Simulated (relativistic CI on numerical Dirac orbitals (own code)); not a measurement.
**d4 in a ligand field**

Computed with a parametric ligand-field model of a d^n configuration (Racah B and C, spin-orbit zeta, crystal field), exact diagonalisation.

Field parameters in Wybourne normalisation: Oh B⁴₀ = 21Dq, B⁴₄ = √(5/14) B⁴₀; Td as Oh with Dq negative (B⁴₀ = 21Dq, B⁴₄ = √(5/14) B⁴₀). The field is a parameter set, without covalency.

(1) A d4 ion in Oh symmetry has the ground term 3T1 and bands at 1T2 6375 cm⁻¹ (1569 nm), 1E 7042 cm⁻¹ (1420 nm), 1A1 14803 cm⁻¹ (676 nm), 3E 27113 cm⁻¹ (369 nm), 3T1 27607 cm⁻¹ (362 nm), 3T2 28220 cm⁻¹ (354 nm), 3A1 29165 cm⁻¹ (343 nm). Which parameters reproduce them?

(2) A d4 ion in Td symmetry has the ground term 1A1 and bands at 5T2 3382 cm⁻¹ (2957 nm), 3T1 4264 cm⁻¹ (2345 nm), 3T2 6460 cm⁻¹ (1548 nm), 1T1 8053 cm⁻¹ (1242 nm), 1T2 12520 cm⁻¹ (799 nm), 1T2 16892 cm⁻¹ (592 nm), 1E 17030 cm⁻¹ (587 nm). Which parameters reproduce them?

(3) A d4 ion in Td symmetry has the ground term 1A1 and bands at 5T2 1584 cm⁻¹, 3T1 2822 cm⁻¹, 3T2 4711 cm⁻¹ (2123 nm), 1T1 5760 cm⁻¹ (1736 nm), 1T2 9531 cm⁻¹ (1049 nm), 1E 12172 cm⁻¹ (822 nm), 1T2 12343 cm⁻¹ (810 nm). Which parameters reproduce them?

(4) Ground term and bands for B = 870, C = 4400, ζ = 0 cm⁻¹, Oh, 10Dq = 31200 cm⁻¹?

(5) Ground term and bands for B = 990, C = 4990, ζ = 0 cm⁻¹, Td, 10Dq = -5750 cm⁻¹?

## Answers

(1) B = 530, C = 2050, ζ = 0 cm⁻¹, Oh, 10Dq = 29150 cm⁻¹.

(2) B = 370, C = 1760, ζ = 0 cm⁻¹, Td, 10Dq = -9100 cm⁻¹.

(3) B = 340, C = 1330, ζ = 0 cm⁻¹, Td, 10Dq = -6500 cm⁻¹.

(4) Ground term 3T1 with 0.03 electrons in the two orbitals of the cubic e set. Spin-allowed: 3E 27339 cm⁻¹ (366 nm), 3T1 28498 cm⁻¹ (351 nm), 3T2 29525 cm⁻¹ (339 nm), 3A1 30750 cm⁻¹ (325 nm). Lowest spin-forbidden: 5E 5320 cm⁻¹ (1880 nm), 1T2 12190 cm⁻¹ (820 nm), 1E 13335 cm⁻¹ (750 nm).

(5) Ground term 5T2 with 2.00 electrons in the two orbitals of the cubic e set. Spin-allowed: 5E 5750 cm⁻¹ (1739 nm). Lowest spin-forbidden: 3T1 20677 cm⁻¹ (484 nm), 3T2 22972 cm⁻¹ (435 nm), 3T1 25113 cm⁻¹ (398 nm).
